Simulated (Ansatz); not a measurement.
Basis-set series for AlFH₆O₂Si₂ (`[F][Al]([O][SiH3])[O][SiH3]`). Charge 0, multiplicity 1. The geometry is a stationary point of PBE0-D4/def2-TZVP. It is one conformer, not always the lowest.

```csv
functional,basis,functions,energy (Eh),HOMO (eV),LUMO (eV)
PBE0-D4,def2-SVP,126,-1074.49685,-8.74,-0.77
PBE0-D4,def2-QZVPP,561,-1075.15864,-8.86,-1.19
ωB97M-V,def2-SVP,126,-1074.97837,-11.00,0.87
ωB97M-V,def2-QZVPP,561,-1075.64301,-11.17,0.20
```

(1) Give the rows for def2-TZVPP. (Estimate.)

## Answers

(1) Ansatz gave: 
```
functional       basis  functions  energy (Eh)  HOMO (eV)  LUMO (eV)
   PBE0-D4  def2-TZVPP        303  -1075.11454      -8.84      -1.07
   ωB97M-V  def2-TZVPP        303  -1075.60250     -11.15       0.52
```

Positive LUMOs are unbound and depend on the basis.
